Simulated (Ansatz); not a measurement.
Reactions of BFH5NOSi (`OB(F)N[SiH3]`).

Program: Ansatz. Geometries: PBE0-D4/def2-TZVP. ΔE: electronic, gas phase. CCSD(T)/CBS is the MP2 limit (def2-TZVPP, def2-QZVPP) plus CCSD(T) − MP2 in def2-TZVPP, frozen cores. This one scheme is used for every species, atoms too. For atomizations the MP2-based limit and the directly extrapolated one differ by several kJ/mol either way, and by 10 to 25 for some Ge, Se and Sn compounds, so smaller differences from it don't rank the levels. DFT in def2-TZVPP. No spin–orbit coupling; open shells (•) take unrestricted orbitals. Spin–orbit coupling would lower the free atoms: a little for B, F, O, Si. Elements past krypton have def2 core potentials. For In outer-core shells are correlated without core-valence functions, so the limit isn't a true one: a few kJ/mol of doubt a bond, and 10 to 20 or more in all where bonds break to atoms. One conformer a species, not always the lowest.

```csv
reaction,ωB97X-V (kJ/mol),r2SCAN-D4 (kJ/mol)
`OB(F)N[SiH3]` + CH₃SH → `CSB(O)F` + `N[SiH3]`,44,41
`OB(F)N[SiH3]` + `C#CC=S` → `[SiH3]C#CC=S` + `NB(O)F`,17,10
`OB(F)N[SiH3]` → B• + F• + 5 H• + N• + O• + Si•,3897,3886
`OB(F)N[SiH3]` + H₂ → `OBN[SiH3]` + H–F,120,128
`OB(F)N[SiH3]` + `[OH][In]([Cl])[O][SiH3]` → `[SiH3][O][In]([Cl])[O][SiH3]` + `NB(O)F`,-44,-43
`OB(F)N[SiH3]` + `O[SiH3]` → `OB(F)O[SiH3]` + `N[SiH3]`,-22,-22
`OB(F)N[SiH3]` + H–F → `FB(F)N[SiH3]` + H₂O,-18,-19
```

(1) Give the CCSD(T)/CBS values in the same order. (Estimate.)

Largest T1 diagnostic: 0.016, for `C#CC=S`.

Results:

(1) Ansatz gave: 45, 16, 3884, 114, -45, -21, -16 kJ/mol.
